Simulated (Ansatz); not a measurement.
Ta₄⁻. Charge -1, multiplicity 4. Geometry PBE0-D4/def2-SVPD; atoms count from 1.

```tsv
atom	x (Å)	y (Å)	z (Å)
Ta1	0.515	1.480	0.118
Ta2	0.168	-0.730	-1.381
Ta3	-1.550	0.076	0.247
Ta4	0.868	-0.826	1.017
```

In the def2 sets Ta takes a core potential; there is no spin–orbit coupling. The charge -1 quartet is spin-contaminated (final ⟨S²⟩ up to 4.13, 3.75 for a pure state). At PBE0-D4/def2-TZVPD a doublet of charge -1 lies 0.15 eV below the quartet, each at its own geometry. The structure comes from a short search, and lower isomers may exist.

**Question.** Estimate the Mulliken populations from the PBE0/def2-TZVPD orbitals of Ansatz.

**Answer.** 
```
atom  charge (e)  spin (α − β)  d electrons
 Ta1       -0.25          0.75         3.55
 Ta2       -0.25          0.75         3.55
 Ta3       -0.25          0.75         3.55
 Ta4       -0.25          0.75         3.55
```
Mulliken values depend strongly on the basis. With diffuse functions, as here, like atoms can get unlike values, and bond orders can come out too low or too high.

**Question.** Where does the spin sit?

**Answer.** Summed by element: Ta 3.00, of 3 unpaired in all. Largest on single atoms: Ta3 0.75, Ta4 0.75, Ta1 0.75.

**Question.** And the Mayer bond orders between heavy atoms (over 0.3)?

**Answer.** Ta1–Ta2 1.74 (2.69 Å); Ta1–Ta3 2.16 (2.50 Å); Ta1–Ta4 2.16 (2.50 Å); Ta2–Ta3 2.16 (2.50 Å); Ta2–Ta4 2.16 (2.50 Å); Ta3–Ta4 1.74 (2.69 Å).
